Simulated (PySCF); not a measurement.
## Ionisation energy of Tb⁺ by level of theory

Tb⁺ [Xe] 4f9 6s1 (high-spin determinant) → Tb²⁺ [Xe] 4f9 (high-spin determinant), as a difference of total energies. Calculation: PySCF 2.14, in x2c-TZVPPall with one added diffuse shell each of s, p, d, f type (12s8p8d5f2g, 129 functions); the spin-free X2C one-electron Hamiltonian (Gaussian nucleus). Correlated levels: valence: [Kr] 4d10 frozen; valence and next inner shell: [Ar] 3d10 frozen. The calculations carry no spin-orbit coupling.

```
                                method  ionisation energy (eV)
                                   UHF                  10.702
                                   LDA                  11.981
                                   PBE                  11.782
                                  PBE0                  11.553
                                r2SCAN                  11.527
                         MP2 (valence)                  11.544
                     SCS-MP2 (valence)                  11.352
    MP2 (valence and next inner shell)                  11.596
SCS-MP2 (valence and next inner shell)                  11.404
```

Q: How much does correlation contribute at MP2 (valence and next inner shell)?

A: 11.596 − (10.702) = 0.894 eV, measured against UHF.

Errors of the correlated levels include the incompleteness of this basis and the frozen core.

The determinant of Tb²⁺ and of Tb⁺ mixes LS terms, which raises its energy above the lowest term, most at the Hartree-Fock and MP2 levels.

For comparison: 11.513 ± 0.02 eV (semi-empirical (NIST evaluation); NIST Atomic Spectra Database, ionization energies).
